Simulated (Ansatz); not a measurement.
Geometry optimisation, RKS B3LYP-D4/def2-SVP in Ansatz 0.2.0.

Input file:

```yaml
crystal:
  periodic: [false, false, false]
  atoms:
    - { symbol: Ge, position_ang: [-0.3663, 0.4054, -0.0716] }
    - { symbol: Cl, position_ang: [0.8418, -1.5207, -1.3156] }
    - { symbol: F, position_ang: [-1.2384, 1.0533, -1.4294] }
    - { symbol: F, position_ang: [-1.6905, -0.192, 0.8907] }
    - { symbol: F, position_ang: [0.2047, 1.9499, 0.5169] }
    - { symbol: H, position_ang: [1.2525, -1.171, 0.36] }
    - { symbol: H, position_ang: [0.9963, -0.5249, 1.049] }
basis:
  gaussian: { orbitals: def2-SVP }
hamiltonian:
  xc: b3lyp
  dispersion: d4
relax:
  f_tol: 0.15
  max_steps: 25
  restrain:
    - { distance: [0, 6], at: 1.51, k: 30.0 }
    - { distance: [5, 1], at: 1.33, k: 30.0 }
    - { distance: [0, 1], at: 3.52, k: 30.0 }
    - { distance: [5, 6], at: 1.92, k: 30.0 }
```

Launched with:

```bash
$ ansatz run input.yaml --threads 2 --pin off --max-ram 3072MiB --backend cpu --events-out ev --progress --plain --runs-dir out
```

Problem. Where does it end, and by what steps?

Solution. The run converged. The restraints hold the end off the free minimum. After 8 steps the energy has fallen by 2.023 eV (the restraints' own energy left out); H6 moved furthest, 0.85 Å. Parted: Ge1–Cl2. Joined: Ge1–H7, Cl2–H6.

| step | energy less start (eV) | largest force component (eV/Å) | accepted |
| --- | --- | --- | --- |
| 0 | 0.0000 | 1.269 | yes |
| 1 | 0.1925 | 2.338 | yes |
| 2 | -0.4195 | 3.302 | yes |
| 3 | -1.1812 | 1.966 | yes |
| 4 | -1.4502 | 1.267 | yes |
| 5 | -1.6789 | 1.135 | yes |
| 6 | -1.9333 | 0.919 | yes |
| 7 | -2.0170 | 0.674 | yes |
| 8 | -2.0227 | 0.683 | yes |

```xyz
7
Properties=species:S:1:pos:R:3
Ge -0.516 0.637 0.326
Cl 1.300 -1.812 -1.446
F -0.962 0.681 -1.330
F -1.969 0.348 1.204
F -0.017 2.235 0.730
H 1.616 -1.718 -0.178
H 0.549 -0.371 0.695
```

Whether the end is a true minimum wasn't checked by a vibrational analysis.

The run took 22 s on 2 threads of Arm Neoverse V2 (shared host), peak memory 0.24 GiB.
